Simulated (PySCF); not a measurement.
**Working out the excitation energy of S²⁺**

S²⁺ [Ne] 3s2 3p2 (3P) → S²⁺ [Ne] 3s1 3p3 (5S). Computed with PySCF 2.14 in x2c-TZVPPall (5s5p3d1f, 42 functions), with the spin-free X2C one-electron Hamiltonian (Gaussian nucleus). Frozen: 1s2. Energies in hartree (1 hartree = 27.21139 eV):

```csv
part,S²⁺ (lower),S²⁺ (upper)
UHF,-397.411179,-397.212780
CCSD correlation,-0.246446,-0.186632
(T),-0.003609,-0.001184
```

**Question.** What does Hartree-Fock give?

**Answer.** (-397.212780) − (-397.411179) = 0.198399 hartree = 5.399 eV.

**Question.** What do CCSD and CCSD(T) give?

**Answer.** The CCSD correlation energies differ by 0.059814 hartree = 1.628 eV and the triples by 0.002425 hartree = 0.066 eV, so CCSD gives 7.027 eV and CCSD(T) 7.093 eV.
